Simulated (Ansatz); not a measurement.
A run for Ansatz (a program for electronic structure): R-wB97X-V/def2-TZVPPD on H4N2Si (a complex). Files ending in .json are basis or fitting sets from the Basis Set Exchange.

Ansatz 0.2 input:
```yaml
crystal:
  periodic: [false, false, false]
  atoms:
    - {symbol: Si, position_ang: [0.08239804, 0.14867877, -0.18988547]}
    - {symbol: H, position_ang: [0.40019021, 0.40686792, -1.61320902]}
    - {symbol: H, position_ang: [0.25770536, 1.39730094, 0.58513241]}
    - {symbol: H, position_ang: [0.99600643, -0.89067755, 0.33497048]}
    - {symbol: H, position_ang: [-1.31753616, -0.31567494, -0.07435718]}
    - {symbol: N, position_ang: [-0.02313196, -0.36879466, 4.29183186]}
    - {symbol: N, position_ang: [-0.39338505, -0.38142001, 3.26592084]}
basis:
  gaussian:
    orbitals: def2-TZVPPD.json
hamiltonian:
  xc: {name: wB97X-V}
scf: {lower_state_search: off}
```

Problem. What total energy does the run end on?

Solution. -401.3820 hartree.
